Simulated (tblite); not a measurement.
Compound: C4H7B2ClF2.
SMILES with atom numbers: `[BH2:1][C@@H:2]([B:3]([F:4])[F:5])[C@@H:6]([Cl:7])[CH:8]=[CH2:9]` (hydrogens: H10, H11 on B1; H12 on C2; H13 on C6; H14 on C8; H15, H16 on C9)

Computed with GFN2-xTB (tblite), gas phase: L-BFGS steps from a force-field or distance-geometry start until the largest atomic force falls under 0.01 eV/Å.

Step 15: E = -780.1349 eV
```
atom  x, y, z in Å  |  force x, y, z in eV/Å
B1     -1.8738   -1.4144   -0.5017   -0.058  -0.024   0.027
C2     -0.8569   -0.2171   -0.6970    0.025   0.029  -0.028
B3     -1.5466    1.1129   -0.1899   -0.002  -0.006   0.006
F4     -1.8414    1.3166    1.0771    0.012   0.070  -0.011
F5     -1.8801    2.1026   -0.9911   -0.052  -0.018   0.026
C6      0.4267   -0.4789    0.0977    0.079  -0.031   0.010
Cl7     1.1349   -2.0297   -0.5215    0.023  -0.042   0.030
C8      1.4477    0.5987   -0.0823    0.057   0.040   0.027
C9      2.5459    0.7020    0.6453   -0.041  -0.034   0.015
H10    -2.3755   -1.9348   -1.4141   -0.039   0.039  -0.048
H11    -2.1255   -1.7464    0.5865    0.024  -0.087   0.041
H12    -0.5614   -0.0983   -1.7397   -0.059   0.035  -0.122
H13     0.2209   -0.6688    1.1515    0.003   0.012   0.046
H14     1.2408    1.2960   -0.8810    0.060   0.031  -0.054
H15     2.7575   -0.0051    1.4290    0.036  -0.006   0.051
H16     3.2791    1.4736    0.4826   -0.069  -0.008  -0.015
```

Step 16: E = -780.1372 eV
```
atom  x, y, z in Å  |  force x, y, z in eV/Å
B1     -1.8742   -1.4110   -0.5033   -0.019  -0.028   0.028
C2     -0.8541   -0.2170   -0.6973   -0.003   0.082  -0.045
B3     -1.5447    1.1146   -0.1919   -0.012  -0.024   0.010
F4     -1.8347    1.3185    1.0763    0.014   0.076  -0.006
F5     -1.8902    2.1012   -0.9926   -0.035  -0.041   0.031
C6      0.4283   -0.4830    0.0991    0.010   0.043   0.002
Cl7     1.1306   -2.0302   -0.5195    0.058  -0.100   0.012
C8      1.4480    0.5959   -0.0815    0.033   0.031   0.006
C9      2.5451    0.7000    0.6460   -0.019  -0.008   0.043
H10    -2.3820   -1.9271   -1.4135   -0.057   0.037  -0.066
H11    -2.1084   -1.7524    0.5847   -0.002  -0.096   0.064
H12    -0.5601   -0.0950   -1.7405   -0.048   0.018  -0.110
H13     0.2179   -0.6700    1.1528    0.016   0.013   0.040
H14     1.2417    1.2926   -0.8817    0.064   0.011  -0.044
H15     2.7546   -0.0017    1.4355    0.045  -0.001   0.030
H16     3.2746    1.4738    0.4787   -0.046  -0.012   0.003
```

Step 17: E = -780.1397 eV
```
atom  x, y, z in Å  |  force x, y, z in eV/Å
B1     -1.8751   -1.4077   -0.5045    0.028  -0.028   0.022
C2     -0.8511   -0.2158   -0.6986   -0.035   0.091  -0.052
B3     -1.5428    1.1162   -0.1938   -0.023  -0.033   0.014
F4     -1.8270    1.3222    1.0754    0.019   0.074   0.007
F5     -1.9021    2.0988   -0.9936   -0.021  -0.055   0.024
C6      0.4303   -0.4867    0.1006   -0.068   0.104  -0.017
Cl7     1.1270   -2.0327   -0.5169    0.081  -0.130   0.004
C8      1.4487    0.5932   -0.0807   -0.004   0.005  -0.019
C9      2.5441    0.6976    0.6478    0.008   0.024   0.068
H10    -2.3902   -1.9178   -1.4140   -0.066   0.045  -0.058
H11    -2.0897   -1.7611    0.5839   -0.022  -0.093   0.056
H12    -0.5598   -0.0910   -1.7435   -0.037  -0.003  -0.068
H13     0.2150   -0.6710    1.1549    0.031   0.017   0.009
H14     1.2441    1.2890   -0.8833    0.069  -0.016  -0.023
H15     2.7525    0.0019    1.4434    0.048   0.006   0.006
H16     3.2687    1.4739    0.4745   -0.007  -0.008   0.026
```

Task: Estimate the geometry and energy of step 18. (The exact step hangs on the optimiser's Hessian estimate; all steps are aligned on step 17, rigid shifts and turns removed.)

Result: E = -780.1426 eV, largest force 0.180 eV/Å
```
atom  x, y, z in Å  |  force x, y, z in eV/Å
B1     -1.8761   -1.4045   -0.5053    0.069  -0.034   0.012
C2     -0.8483   -0.2132   -0.7010   -0.064   0.051  -0.044
B3     -1.5411    1.1176   -0.1955   -0.039  -0.028   0.018
F4     -1.8180    1.3280    1.0744    0.026   0.064   0.027
F5     -1.9162    2.0951   -0.9944   -0.011  -0.057   0.004
C6      0.4315   -0.4892    0.1018   -0.123   0.124  -0.044
Cl7     1.1249   -2.0378   -0.5133    0.075  -0.112   0.008
C8      1.4500    0.5900   -0.0801   -0.035  -0.024  -0.036
C9      2.5428    0.6950    0.6509    0.026   0.056   0.077
H10    -2.4008   -1.9062   -1.4156   -0.062   0.062  -0.022
H11    -2.0689   -1.7731    0.5836   -0.036  -0.076   0.014
H12    -0.5613   -0.0864   -1.7484   -0.026  -0.022  -0.008
H13     0.2125   -0.6714    1.1571    0.042   0.025  -0.040
H14     1.2490    1.2850   -0.8856    0.072  -0.044  -0.002
H15     2.7511    0.0060    1.4527    0.045   0.013  -0.017
H16     3.2614    1.4741    0.4702    0.043   0.001   0.053
```

The energy changes by -0.0030 eV. The first-order estimate −F·Δx gives -0.0040 eV and the mean of the old and new forces, exact on a quadratic surface, -0.0029 eV. The step makes an angle of 72° with the force vector and moves no atom by more than 0.024 Å.

What follows is the cost of the whole relaxation. On one thread, Arm Neoverse V1 (aarch64), shared host with 32 logical CPUs at a one-minute load of 28, this took 0.91 s of wall time.
